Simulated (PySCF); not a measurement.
Ti(OEt)(H)3 (C2H8OTi), SMILES CC[O][TiH3], multiplicity 1.

Coordinates come from a PBE-D3(BJ)/def2-SVP optimisation. The multiplicity is an assumed one; no other spin state was optimised. The structure was generated by enumeration; whether it is a known compound was not checked. One conformer was computed; it need not be the lowest.

Two levels are set side by side: TDDFT-PBE/def2-SVPD (PySCF) and TDDFT-PBE0/def2-SVPD (PySCF). Vertical, same geometry. The lowest singlet is HOMO−1→LUMO 57 %, HOMO→LUMO+1 43 % with PBE and HOMO−1→LUMO 53 %, HOMO→LUMO+1 45 % with the other functional; states are paired by order. Differences are taken from unrounded values.

```
quantity                              TDDFT-PBE0  TDDFT-PBE  TDDFT-PBE minus TDDFT-PBE0
------------------------------------  ----------  ---------  --------------------------
lowest singlet excitation (eV)              3.50       3.37                       -0.13
lowest triplet excitation (TDA) (eV)        3.14       2.99                       -0.15
```

A lower first singlet is the usual sign of a functional without exact exchange. Differences between two approximate levels are no errors against the true value.

Rough cost on one machine, each run with all the roots and properties that it gave: TDDFT-PBE0 against TDDFT-PBE about 4 times.
